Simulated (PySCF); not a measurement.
PySCF input for AlClH2Se2, SMILES [Cl][Al]([SeH])[SeH], TDA-PBE0/def2-SVPD. Geometry: B3LYP-D3(BJ)/def2-SVP. The structure was generated by enumeration; whether it is a known compound was not checked. Other conformers were not sampled.

```python
import numpy as np
from pyscf import gto, scf, dft, tdscf

mol = gto.M(
    atom='''
    Al    0.00000000   -0.00000000    0.40742132
    Cl   -0.00000000   -0.00000001    2.51244574
    Se   -0.00000000    2.05875200   -0.64746750
    H     0.00000000    1.44368904   -1.99013208
    Se   -0.00000000   -2.05875199   -0.64746751
    H     0.00000000   -1.44368903   -1.99013209
    ''',
    basis='def2-SVPD',
    charge=0,
    spin=0,
    symmetry=True,
    max_memory=1600,
    verbose=4,
)
mf = dft.RKS(mol, xc='pbe0').density_fit(auxbasis='def2-universal-jkfit')
mf.grids.level = 3
mf.conv_tol = 1e-9
mf.max_cycle = 100
mf.kernel()
mf.grids = dft.Grids(mol).set(level=1).build(with_non0tab=True)  # coarser grid for the response kernel
td = tdscf.TDA(mf)
td.singlet = True
td.nstates = 10
td.conv_tol = 1e-4
td.positive_eig_threshold = 1e-6
td.kernel(x0=td.get_init_guess(mf, 15))
td.analyze()
tt = tdscf.TDA(mf)
tt.singlet = False
tt.nstates = 4
tt.conv_tol = 1e-4
tt.positive_eig_threshold = 1e-6
tt.kernel(x0=tt.get_init_guess(mf, 9))
tt.analyze(verbose=3)
```

Output:

```
PySCF version 2.14.0

[INPUT] verbose = 4
[INPUT] num. atoms = 6
[INPUT] num. electrons = 100
[INPUT] charge = 0
[INPUT] spin (= nelec alpha-beta = 2S) = 0
[INPUT] symmetry True subgroup None
[INPUT] Mole.unit = angstrom
[INPUT] Symbol           X                Y                Z      unit          X                Y                Z       unit  Magmom
[INPUT]  1 Al     0.000000000000   0.000000000000   0.407421320000 AA    0.000000000000   0.000000000000   0.769914712109 Bohr   0.0
[INPUT]  2 Cl     0.000000000000  -0.000000010000   2.512445740000 AA    0.000000000000  -0.000000018897   4.747834351430 Bohr   0.0
[INPUT]  3 Se     0.000000000000   2.058752000000  -0.647467500000 AA    0.000000000000   3.890477438401  -1.223536249557 Bohr   0.0
[INPUT]  4 H      0.000000000000   1.443689040000  -1.990132080000 AA    0.000000000000   2.728176894636  -3.760804582911 Bohr   0.0
[INPUT]  5 Se     0.000000000000  -2.058751990000  -0.647467510000 AA    0.000000000000  -3.890477419503  -1.223536268454 Bohr   0.0
[INPUT]  6 H      0.000000000000  -1.443689030000  -1.990132090000 AA    0.000000000000  -2.728176875739  -3.760804601808 Bohr   0.0

nuclear repulsion = 611.410477640095
point group symmetry = C2v
symmetry origin: [0.00000000e+00 3.40150685e-09 4.34637004e-09]
symmetry axis x: [-1. -0. -0.]
symmetry axis y: [0.00000000e+00 1.00000000e+00 3.22597666e-10]
symmetry axis z: [ 0.00000000e+00 -3.22597666e-10  1.00000000e+00]
num. orbitals of irrep A1 = 59
num. orbitals of irrep A2 = 19
num. orbitals of irrep B1 = 26
num. orbitals of irrep B2 = 45
number of shells = 59
number of NR pGTOs = 273
number of NR cGTOs = 149
basis = def2-SVPD
ecp = {}


[settings echo left out]
init E= -5503.88834404394
HOMO (A2) = -0.291353271982986  LUMO (A1) = -0.0800503337973231  gap/eV = 5.74985
cycle= 1 E= -5505.44137426241  delta_E= -1.55  |g|= 0.335  |ddm|= 3.08
HOMO (A2) = -0.268126458830467  LUMO (A1) = -0.0569926781970951  gap/eV = 5.74524
cycle= 2 E= -5505.43248025969  delta_E= 0.00889  |g|= 0.361  |ddm|=  1.2
HOMO (A2) = -0.272522177925462  LUMO (A1) = -0.045049789581582  gap/eV = 6.18984
cycle= 3 E= -5505.47684043936  delta_E= -0.0444  |g|= 0.0647  |ddm|= 0.667
HOMO (A2) = -0.276073389142682  LUMO (A1) = -0.048952092044015  gap/eV = 6.18029
cycle= 4 E= -5505.47767959313  delta_E= -0.000839  |g|= 0.00923  |ddm|= 0.0798
HOMO (A2) = -0.276195687974401  LUMO (A1) = -0.048090960497098  gap/eV = 6.20705
cycle= 5 E= -5505.4777026239  delta_E= -2.3e-05  |g|= 0.00432  |ddm|= 0.0232
HOMO (A2) = -0.276025842531546  LUMO (A1) = -0.0481916670740605  gap/eV = 6.19968
cycle= 6 E= -5505.47771003869  delta_E= -7.41e-06  |g|= 0.000282  |ddm|= 0.00703
HOMO (A2) = -0.276022138739338  LUMO (A1) = -0.0481785217356339  gap/eV = 6.19994
cycle= 7 E= -5505.47771007032  delta_E= -3.16e-08  |g|= 8.73e-05  |ddm|= 0.000665
HOMO (A2) = -0.276034398764791  LUMO (A1) = -0.048183911984419  gap/eV = 6.20013
cycle= 8 E= -5505.47771007222  delta_E= -1.9e-09  |g|= 2.74e-05  |ddm|= 0.000177
HOMO (A2) = -0.27603037663056  LUMO (A1) = -0.0481823769620258  gap/eV = 6.20006
cycle= 9 E= -5505.47771007242  delta_E= -2.01e-10  |g|= 4.87e-06  |ddm|= 4.99e-05
HOMO (A2) = -0.276030867219259  LUMO (A1) = -0.0481823445205998  gap/eV = 6.20007
Extra cycle  E= -5505.47771007241  delta_E= 1e-11  |g|= 4.55e-06  |ddm|= 1.45e-05
converged SCF energy = -5505.47771007241
tot grids = 32280
Overwritten attributes  positive_eig_threshold  of <class 'pyscf.tdscf.rks.TDA'>


******** <class 'pyscf.tdscf.rks.TDA'> for <class 'pyscf.df.df_jk.DFSymAdaptedRKS'> ********
nstates = 10 singlet
deg_eia_thresh = 1.000e-03
wfnsym = None
conv_tol = 0.0001
eigh lindep = 1e-12
eigh level_shift = 0
eigh max_cycle = 100


Excitation energies (eV)
[4.9125206  5.31534016 5.41998423 5.44757023 5.691173   5.96364666
 6.23199966 6.4907064  6.50596624 6.69240266]

** Singlet excitation energies and oscillator strengths **
Excited State   1:   A2      4.91252 eV    252.38 nm  f=0.0000
      50 -> 51       -0.67674
      50 -> 53        0.19209
Excited State   2:   A2      5.31534 eV    233.26 nm  f=0.0000
      49 -> 54       -0.13645
      50 -> 51       -0.19063
      50 -> 53       -0.66295
Excited State   3:   B2      5.41998 eV    228.75 nm  f=0.0465
      48 -> 51        0.24980
      48 -> 53       -0.10614
      50 -> 52        0.64692
Excited State   4:   B1      5.44757 eV    227.60 nm  f=0.0574
      49 -> 51        0.66944
      49 -> 53       -0.20471
Excited State   5:   B1      5.69117 eV    217.85 nm  f=0.0259
      49 -> 51       -0.20297
      49 -> 53       -0.61174
      50 -> 54       -0.27544
Excited State   6:   A1      5.96365 eV    207.90 nm  f=0.0495
      45 -> 51        0.14891
      49 -> 52       -0.67732
Excited State   7:   A2      6.23200 eV    198.95 nm  f=0.0000
      48 -> 52       -0.69838
Excited State   8:   B2      6.49071 eV    191.02 nm  f=0.1766
      48 -> 51        0.44492
      48 -> 53        0.52856
Excited State   9:   B1      6.50597 eV    190.57 nm  f=0.0067
      49 -> 53       -0.27776
      50 -> 54        0.64446
Excited State  10:   A2      6.69240 eV    185.26 nm  f=0.0000
      50 -> 55        0.66875
      50 -> 56        0.18353

** Transition electric dipole moments (AU) **
state          X           Y           Z        Dip. S.      Osc.
  1         0.0000     -0.0000     -0.0000      0.0000      0.0000
  2        -0.0000      0.0000      0.0000      0.0000      0.0000
  3        -0.0000     -0.5919     -0.0000      0.3504      0.0465
  4         0.6561      0.0000     -0.0000      0.4304      0.0574
  5        -0.4312     -0.0000      0.0000      0.1859      0.0259
  6         0.0000      0.0000     -0.5818      0.3385      0.0495
  7        -0.0000     -0.0000      0.0000      0.0000      0.0000
  8        -0.0000      1.0538      0.0000      1.1105      0.1766
  9         0.2057     -0.0000     -0.0000      0.0423      0.0067
 10        -0.0000     -0.0000     -0.0000      0.0000      0.0000

** Transition velocity dipole moments (imaginary part, AU) **
state          X           Y           Z        Dip. S.      Osc.
  1        -0.0000     -0.0000     -0.0000      0.0000      0.0000
  2         0.0000      0.0000      0.0000      0.0000      0.0000
  3         0.0000     -0.0283     -0.0000      0.0008      0.0027
  4         0.0734      0.0000     -0.0000      0.0054      0.0180
  5        -0.1206     -0.0000      0.0000      0.0145      0.0464
  6         0.0000     -0.0000     -0.0631      0.0040      0.0121
  7        -0.0000     -0.0000      0.0000      0.0000      0.0000
  8        -0.0000      0.2283     -0.0000      0.0521      0.1457
  9         0.0763      0.0000     -0.0000      0.0058      0.0162
 10         0.0000     -0.0000     -0.0000      0.0000      0.0000

** Transition magnetic dipole moments (imaginary part, AU) **
state          X           Y           Z
  1        -0.0000      0.0000     -0.6530
  2        -0.0000      0.0000     -0.4331
  3        -0.1178      0.0000     -0.0000
  4         0.0000      0.1146      0.0000
  5         0.0000     -0.8561      0.0000
  6        -0.0000     -0.0000     -0.0000
  7         0.0000     -0.0000      1.1984
  8         0.0687      0.0000      0.0000
  9         0.0000      0.3045      0.0000
 10         0.0000     -0.0000      0.2887


******** <class 'pyscf.tdscf.rks.TDA'> for <class 'pyscf.df.df_jk.DFSymAdaptedRKS'> ********
nstates = 4 triplet
deg_eia_thresh = 1.000e-03
wfnsym = None
conv_tol = 0.0001
eigh lindep = 1e-12
eigh level_shift = 0
eigh max_cycle = 100


Excitation energies (eV)
[4.63121173 4.76419868 4.953864   4.96683682]

** Triplet excitation energies and oscillator strengths **
Excited State   1:   A2      4.63121 eV    267.71 nm  f=0.0000
Excited State   2:   B2      4.76420 eV    260.24 nm  f=0.0000
Excited State   3:   A2      4.95386 eV    250.28 nm  f=0.0000
Excited State   4:   B1      4.96684 eV    249.62 nm  f=0.0000
```

The calculation finished and met its thresholds.
